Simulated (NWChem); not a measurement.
CH6AlN; SMILES C[NH][AlH2]

```xyz
9

Al     0.0988    -1.2331     0.0000
H     -0.9964    -2.3822     0.0020
H      1.6693    -1.4681    -0.0016
N     -0.4904     0.4441    -0.0003
C      0.2555     1.6805     0.0002
H     -1.4938     0.6068    -0.0013
H      0.0471     2.3056     0.8885
H      0.0516     2.3038    -0.8905
H      1.3370     1.4719     0.0031
```
Atoms are numbered in this order, from 1.

Structure relaxed at the PBE0/def2-SVP level.

Q: List the 4 lowest vertical singlet excitations from Hartree-Fock/def2-SVPD, CIS (NWChem).

A: 
```tsv
state	energy (eV)	oscillator strength	leading excitation (squared amplitude)
S1	6.93	0.021	HOMO → LUMO (0.45)
S2	7.04	0.157	HOMO → LUMO+1 (0.92)
S3	7.13	0.000	HOMO−1 → LUMO+1 (0.97)
S4	8.31	0.000	HOMO → LUMO+3 (0.28)
```
